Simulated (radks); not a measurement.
Valence configurations of Sr+ (all share [Kr]). Calculated with a radial shooting solver on a logarithmic mesh with Libxc functionals: Dirac Kohn-Sham, PBE, spin-unpolarised, spherical densities, point nucleus; open shells fill j = l - 1/2 first. Energies are relative to 5s1; eigenvalues in eV.

| valence | E (eV) | e(4d3/2) | e(5p1/2) | e(5s1/2) |
|---|---|---|---|---|
| 5s1 | 0.000 | - | - | -8.347 |
| 5p1 | 2.863 | - | -6.094 | - |
| 4d1 | 1.731 | -5.585 | - | - |
| 4d0.5 5s0.5 | 0.815 | -6.158 | - | -7.895 |

NIST lists [Kr] 5s1 as the ground configuration; this level of theory agrees among the configurations tried. The energies are those of spherical spin-averaged densities, not of single terms.
